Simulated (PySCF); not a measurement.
# A scan of VCl with bad points

r²SCANh; PySCF, no relativity, basis sets V def2-TZVPP, Cl def2-TZVPP; quintet, unpaired electrons σ ↑, π ↑, δ ↑↑ requested.

```tsv
R (Å)	E (eV)	⟨S²⟩	⟨Lz²⟩	μ (D)
1.994	0.000	6.02	1.36	-3.23
2.083	6.643	6.02	6.80	-3.49
2.150	6.593	6.02	6.88	-3.86
2.216	6.619	6.02	6.94	-4.19
2.283	6.700	6.02	7.01	-4.49
2.371	6.871	6.03	7.08	-4.86
2.482	-0.097	6.02	1.77	-5.73
2.615	0.186	6.02	1.84	-6.45
```

The run flagged 2.482, 2.615 Å: there the SCF either missed its threshold or ended in another occupation than the one requested, so the fit leaves that out.
